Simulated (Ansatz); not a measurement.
The inner images of a band of BrH3Si + ClH (7 atoms, charge 0, multiplicity 1) are given out of order.

All numbers below come from RKS PBE-D4/def2-SVP in Ansatz.

First end point:

```xyz
7
Properties=species:S:1:pos:R:3
Si -0.812 -0.581 -0.153
Br 1.299 -1.395 -0.141
H -1.718 -1.746 -0.423
H -1.092 0.010 1.194
H -0.914 0.438 -1.243
H 1.807 1.017 0.291
Cl 1.430 2.256 0.475
```

Last end point:

```xyz
7
Properties=species:S:1:pos:R:3
Si -0.988 0.220 -0.228
Br 2.380 -1.453 0.864
H -0.717 -0.965 -1.102
H -1.075 -0.173 1.214
H -2.236 0.928 -0.663
H 2.037 -0.140 0.361
Cl 0.600 1.581 -0.448
```

Q: Put them in order from the first end to the last, with their energies above the first end.
A.
```xyz
7
Properties=species:S:1:pos:R:3
Si -0.713 -0.329 -0.112
Br 1.456 -1.302 0.248
H -1.155 -1.534 -0.862
H -1.179 -0.216 1.303
H -1.286 0.825 -0.902
H 1.738 0.677 0.276
Cl 1.139 1.879 0.049
```
B.
```xyz
7
Properties=species:S:1:pos:R:3
Si -0.839 0.097 -0.153
Br 1.983 -1.361 0.506
H -0.712 -1.197 -0.909
H -1.127 -0.161 1.292
H -1.881 0.904 -0.839
H 1.877 0.107 0.323
Cl 0.698 1.611 -0.220
```
C.
```xyz
7
Properties=species:S:1:pos:R:3
Si -0.707 -0.153 -0.127
Br 1.644 -1.281 0.342
H -0.972 -1.417 -0.894
H -1.130 -0.208 1.304
H -1.511 0.875 -0.876
H 1.734 0.467 0.282
Cl 0.942 1.716 -0.031
```
D.
```xyz
7
Properties=species:S:1:pos:R:3
Si -0.816 -0.581 -0.097
Br 1.301 -1.375 0.049
H -1.644 -1.715 -0.619
H -1.251 -0.183 1.279
H -0.839 0.579 -1.039
H 1.794 1.004 0.199
Cl 1.454 2.270 0.228
```
E.
```xyz
7
Properties=species:S:1:pos:R:3
Si -0.764 -0.475 -0.092
Br 1.359 -1.309 0.170
H -1.387 -1.655 -0.753
H -1.237 -0.205 1.302
H -1.024 0.724 -0.955
H 1.749 0.841 0.241
Cl 1.305 2.079 0.087
```

A: D (+0.01 eV), E (+0.23 eV), A (+0.77 eV), C (+1.20 eV), B (+0.30 eV).

Run time: 64 s on 2 threads of Intel(R) Xeon(R) Platinum 8488C (Sapphire Rapids) (shared host), peak memory 0.14 GiB.
